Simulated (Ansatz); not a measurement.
Cartesian coordinates in Å:
```
C 0.606 -1.666 -0.081
C 0.131 -0.221 -0.007
C -0.785 -0.028 1.195
C -0.596 0.161 -1.290
O 1.299 0.566 0.141
Zn 1.235 2.323 0.272
F 1.307 4.058 0.412
H 1.282 -1.794 -0.929
H -0.235 -2.353 -0.198
H 1.148 -1.928 0.829
H -1.669 -0.667 1.138
H -1.134 1.011 1.249
H -0.248 -0.259 2.117
H 0.076 0.066 -2.146
H -0.945 1.200 -1.239
H -1.472 -0.469 -1.464
```

Charge 0, multiplicity 1.

Q: List the PBE/def2-TZVPP orbital energies in eV (Ansatz). (An estimate is asked.)

A: Ansatz gave: Occupied: -9407.94, -1134.45, -1000.25, -1000.23, -1000.14, -658.61, -510.08, -270.63, -268.83, -268.83, -268.63, -126.71, -84.13, -84.09, -83.95, -27.53, -24.76, -19.54, -17.26, -17.17, -14.10, -12.69, -12.46, -12.43, -12.25, -12.25, -11.28, -11.18, -11.15, -9.87, -9.84, -9.37, -9.19, -8.98, -8.54, -8.52, -8.32, -8.32, -6.85, -6.24. Lowest empty: -2.12, -0.70, -0.44, 0.52, 1.35, 1.84, 1.88, 2.02.
